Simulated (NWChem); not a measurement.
Molecule: CH$_{3}$F$_{3}$Si; SMILES F[Si](F)(C)F

```xyz
8

C      0.0000     0.0000     1.8333
Si     0.0000     0.0000    -0.0110
F     -0.8393    -1.2483    -0.6139
F      1.5007    -0.1027    -0.6139
F     -0.6614     1.3510    -0.6139
H     -1.0349     0.0742     2.2217
H      0.5817     0.8591     2.2217
H      0.4532    -0.9333     2.2217
```
Atoms are numbered in this order, from 1.

All runs: NWChem. Geometry: optimised at PBE-D3(BJ)/def2-SVP. B3LYP is NWChem's, with the RPA form of VWN correlation. Atomic charges in e: unrestrained fits to the electrostatic potential beside Mulliken populations; buried atoms are poorly determined by the fit.

What does the run give for B3LYP/def2-SVP? Quantities: ESP C1; Mulliken C1; ESP Si2; Mulliken Si2; ESP F3; Mulliken F3; ESP F4; Mulliken F4; ESP F5; Mulliken F5; relative RMS misfit of the potential (%).


- ESP C1: -0.55
- Mulliken C1: -0.30
- ESP Si2: 1.19
- Mulliken Si2: 1.07
- ESP F3: -0.35
- Mulliken F3: -0.33
- ESP F4: -0.35
- Mulliken F4: -0.33
- ESP F5: -0.35
- Mulliken F5: -0.33
- relative RMS misfit of the potential (%): 16
